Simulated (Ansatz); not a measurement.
A nudged elastic band was laid between two geometries of C2H7AlSSi (12 atoms, charge 0, multiplicity 1).

These are results of RKS BHLYP/def2-SVP (Ansatz 0.2.0), not measurements.

| Quantity | Value |
| --- | --- |
| movable images | 5 |
| climbing image | yes |
| spring | 5.0 eV/Å² |
| optimiser | quadratic models (default) |
| start path | through a guess of the saddle point |
| force threshold | 0.05 eV/Å |
| iteration limit | 60 |
| end points | relaxed |

First end point:

```xyz
12
Properties=species:S:1:pos:R:3
C 1.302 -0.229 -1.126
C 0.277 -0.353 -0.268
Al 0.475 -1.624 1.200
Si -1.222 0.729 -0.477
S -1.510 1.941 1.287
H 1.289 0.458 -1.976
H 2.221 -0.809 -1.032
H 1.902 -2.266 1.400
H -0.743 -2.040 2.105
H -1.084 1.578 -1.685
H -2.474 -0.056 -0.555
H -0.357 2.617 1.163
```

Last end point:

```xyz
12
Properties=species:S:1:pos:R:3
C 1.294 -0.406 -1.301
C 0.360 -0.306 -0.343
Al 0.602 -1.393 1.256
Si -1.027 0.920 -0.552
S -1.121 2.288 1.120
H 1.275 0.187 -2.218
H 2.142 -1.090 -1.227
H 1.874 -2.320 1.334
H -0.462 -1.359 2.419
H -0.804 1.770 -1.745
H -2.333 0.228 -0.664
H -1.723 1.427 1.955
```

Which bonds break or form, and what moves?

No bond is made or broken. The dihedral C2–Si4–S5–H12 goes from 63 to -78°.

Give the energies along the band, and the barrier.

It converged. The highest image is number 3 of 0 to 6, 0.119 eV above the first end and 0.096 eV above the last; the last end lies 0.023 eV above the first. A vibrational analysis at the climbing image gives one clearly imaginary mode, 239i cm⁻¹: a first-order saddle point.

```tsv
image	path coordinate (Å)	energy (eV)	dihedral C2–Si4–S5–H12 (°)
0	0.00	0.000	63
1	0.44	0.019	45
2	0.88	0.080	19
3	1.32	0.119	-10
4	2.00	0.074	-48
5	2.67	0.038	-69
6	3.35	0.023	-78
```

What is the geometry of the highest image?


```xyz
12
Properties=species:S:1:pos:R:3
C 1.311 -0.159 -1.103
C 0.280 -0.258 -0.247
Al 0.498 -1.555 1.195
Si -1.250 0.760 -0.557
S -1.420 2.354 0.901
H 1.305 0.502 -1.972
H 2.229 -0.738 -0.987
H 1.846 -2.371 1.220
H -0.621 -1.776 2.281
H -1.212 1.382 -1.902
H -2.455 -0.097 -0.479
H -0.434 1.902 1.685
```

What are the harmonic wavenumbers there?

239i, 39, 109, 142, 165, 266, 327, 457, 521, 525, 610, 651, 687, 716, 774, 814, 858, 920, 1009, 1083, 1190, 1489, 1688, 1991, 1999, 2282, 2290, 2791, 3166, 3247 cm⁻¹.

The band took 10 iterations and about 6 core-minutes.

Time of the run: 2.9 min on 2 threads of Arm Neoverse V2 (shared host), peak memory 0.28 GiB.
